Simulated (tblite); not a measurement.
Compound: C6H5F2 (doublet state).
InChI=1S/C6H5F2/c7-5-2-1-3-6(8)4-5/h2-4H,1H2

Calculated harmonic vibrations of the isolated species, GFN2-xTB (tblite), most abundant isotopes, no scaling. Errors from tens to a few hundred cm⁻¹ against measured bands are possible. Open shells enter through the occupations alone, without spin polarisation, and single modes of such species can be off by tens of per cent.

Harmonic wavenumbers (cm⁻¹): 155.6, 216.1, 255.0, 301.5, 432.6, 463.6, 467.0, 522.7, 543.0, 690.0, 719.9, 753.1, 755.2, 886.0, 935.5, 955.6, 1037.5, 1094.6, 1109.4, 1110.1, 1208.2, 1208.6, 1321.3, 1359.8, 1393.4, 1415.5, 1530.7, 1606.0, 2811.6, 2870.2, 3115.7, 3116.9, 3150.0.

A = 3479, B = 1729, C = 1163 MHz; mass 115.036 u (most abundant isotopes); point group C2v, symmetry number 2; spin multiplicity 2.

Task: Zero-point energy?

Result: ½Σν̃ = 19756 cm⁻¹ = 56.48 kcal/mol.

Task: Give the ideal-gas entropy at 200 K and 1 bar in the rigid-rotor, harmonic-oscillator model (classical rotation).

Result: Translation 38.18, rotation 25.65, vibration 6.80, spin (R ln 2) 1.38: S = 72.0 cal/(mol K).

Task: And Cp and H(200 K) − H(0)?

Result: Cp = 20.00 cal/(mol K), of which vibrations give 12.05 (their classical limit is 33 R = 65.6); H(200 K) − H(0) = 2.50 kcal/mol without the zero-point energy, 0.92 from vibrations.

Task: What must be added to the electronic energy to get the Gibbs energy at 200 K and 1 bar?

Result: ZPE + [H(200 K) − H(0)] − T·S = 56.48 + 2.50 − 14.40 = 44.58 kcal/mol.

Task: How do the functions run with temperature in this model?

Result: 
```tsv
T (K)	S (cal/(mol K))	Cp (cal/(mol K))	H − H(0) (kcal/mol)	G − H(0) (kcal/mol)	ln q(vib)
150	66.9	15.9	1.61	-8.42	0.59
250	76.9	24.2	3.61	-15.62	1.73
298.15	81.5	28.1	4.87	-19.43	2.39
400	90.9	35.8	8.14	-28.22	3.91
600	107.6	46.7	16.47	-48.11	7.14
900	128.6	56.2	32.05	-83.65	11.94
```

q(vib) and H(0) count from the zero-point level.

Hindered rotation and anharmonicity are outside this model.
